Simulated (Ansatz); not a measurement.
Basis-set extrapolation for `C[SiH2][SiH2]C` (PBE0-D4/def2-TZVP geometry, frozen core, the Gaussian-basis code of Ansatz). Multiplicity 1, RHF reference.

```
                      def2-TZVPP   def2-QZVPP
                 HF  -659.488083  -659.509946
    MP2 correlation    -0.617130    -0.657990
CCSD(T) correlation    -0.710265      not run
```

Energies in hartree. Use E(X) = E(∞) + A·exp(−7.88·√X) for Hartree–Fock and E(X) = E(∞) + B·X^(−2.97) for correlation, with X = 3 and 4, and add CCSD(T) minus MP2 of the smaller set to the MP2 limit.

Question: What is the CCSD(T) energy at the basis-set limit?

Answer: HF limit: -659.509946 + (-0.021863) × 0.13774 = -659.51296. MP2 limit: -0.657990 + (-0.040860) × 0.74074 = -0.68826. Higher-order term: -0.710265 − (-0.617130) = -0.09314. Total: -660.29436 hartree, 252.1 kJ/mol below CCSD(T)/def2-TZVPP.
